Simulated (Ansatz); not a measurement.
Cartesian coordinates (Å):
```xyz
11

C      1.1412     0.6112    -0.0159
N     -0.2126     0.1673     0.3000
C     -0.4856    -1.1888    -0.1647
S     -1.4279     1.3023    -0.1425
H      1.3159     1.5926     0.4201
H      1.3369     0.6683    -1.0970
H      1.8502    -0.0965     0.4202
H      0.2539    -1.8627     0.2744
H     -1.4759    -1.4964     0.1646
H     -0.4330    -1.2903    -1.2590
H     -1.8630     1.5930     1.0999
```
Charge 0, multiplicity 1.

Method: Ansatz (an electronic-structure program) with frozen-core CCSD(T)/cc-pVTZ // B3LYP-D3(BJ)/def2-TZVP.

- HF energy: -531.81997 Ha
- MP2 correlation energy: -0.74752 Ha

Q: Estimate the CCSD correlation energy, the (T) correction, the total energy and the T1 diagnostic.

A: 
The CCSD correlation energy is -0.79372 Ha and the (T) correction is -0.03279 Ha. The CCSD(T) total energy is -532.64648 Ha and the T1 diagnostic is 0.010.
